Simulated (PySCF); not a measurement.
Species: C5H2Cl2FO2 (doublet state).
Geometry (GFN2-xTB, Å), atoms numbered from 1 in this order:
```xyz
12
C5H2Cl2FO2 angstrom
O     -2.0492   -2.0193   -0.2307
C     -1.2377   -1.1596   -0.1238
O      0.0935   -1.3729   -0.1733
C      0.7980   -0.1844   -0.0262
C      2.1664   -0.2635   -0.0705
Cl     3.1672    1.0850    0.0947
C     -0.0889    0.8740    0.1492
Cl     0.2913    2.5032    0.3753
C     -1.4853    0.3498    0.1053
F     -2.2351    0.8756   -0.9253
H      2.6501   -1.2135   -0.2208
H     -2.0691    0.5249    1.0201
```

The hyperfine couplings belong to this conformer and change with its torsions.

The species is `O=C1OC([CH]Cl)=C(Cl)[C@H]1F` [radical].

Method: PySCF 2.14.0, UKS B3LYP, pcH-1 on C Cl F H O, non-relativistic, mean-field spin-orbit, GIAO. Geometry: GFN2-xTB, one conformer, isolated molecule. Couplings are sensitive to structure, and on GFN2-xTB geometries they can be far from those on DFT ones. Stability of the SCF solution: not tested. ⟨S²⟩ is 0.774 where a pure state has 0.75.

The largest Mulliken spin populations are on C7 (+0.54), C5 (+0.53), C4 (-0.20) and Cl8 (+0.08). The angles at C7 add up to 360.0°, so it is planar.

Question: McConnell's relation a(H) = Q·ρ ties the coupling of a proton on a planar π carbon to the spin population of that carbon. What Q do the computed values give?

Answer: 
```json
{"H": "H11", "C": "C5", "ρ(C)": "+0.526", "a(H) (G)": "-13.57", "a/ρ (G)": "-25.8"}
```

One proton gives one ratio, Q = -25.8 G, and no test of linearity.

Couplings in gauss use g_iso = 2.0071.

The run took 2.3 min wall (grids of density and orbitals included) on one thread, Arm Neoverse V2 (aarch64), shared host with 96 logical CPUs at a one-minute load of 42, and the process peaked at 1.0 GiB of memory.
